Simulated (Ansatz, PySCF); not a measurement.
Gas-phase reaction in SMILES: OB(O)O[Si](O)(O)O + 2 B (BH3) + O (H2O) + 3 [SiH4] (SiH4) → 3 BO (H3BO) [borinic acid] + 4 O[SiH3]
Each molecule is optimised on its own at B3LYP-D3(BJ)/def2-TZVP (Ansatz, a program for electronic structure), one conformer each, not searched for the lowest. Frequencies are from Ansatz or PySCF.

Property: bond separation energy (0 K, with B3LYP-D3(BJ) harmonic zero-point energies), in kJ/mol. Valence correlation only, unless marked. No spin-orbit coupling. No relativistic terms. Basis-set limits of correlation are two-point, X^-3; Hartree-Fock from the larger set.

```csv
level,program,bond separation energy (kJ/mol)
HF/cc-pV(Q+d)Z,Ansatz,93.6
SVWN5/def2-TZVPD,Ansatz,76.9
PBE/def2-TZVPD,Ansatz,53.3
B3LYP-D3(BJ)/def2-TZVPD,Ansatz + dftd3,72.3
```

Q: Estimate the value at CCSD(T)/CBS(cc-pV(T+d)Z,cc-pV(Q+d)Z) as computed with Ansatz.

A: 83.2 kJ/mol
